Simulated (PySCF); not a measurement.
ethylene glycol (C₂H₆O₂), SMILES OCCO.

Coordinates come from a B3LYP-D3(BJ)/def2-SVP optimisation. One conformer was computed; it need not be the lowest.

Method: PySCF with PBE/def2-TZVP.

```
Quantity                                                                                                        Value
---------------------------------------------------------------------------------------------  ----------------------
total energy                                                                                       -230.08161 hartree
highest occupied level                                                                                       -6.04 eV
lowest empty level                                                                                           -0.11 eV
orbital gap                                                                                                   5.93 eV
dipole moment                                                                                                  2.47 D
quadrupole, principal values (traceless, Buckingham form, about the centre of nuclear charge)   -5.75, 0.72, 5.03 D·Å
mean static polarisability                                                                       36.3 bohr³ (5.38 Å³)
polarisability, principal values                                                               33.0, 37.2, 38.8 bohr³
```
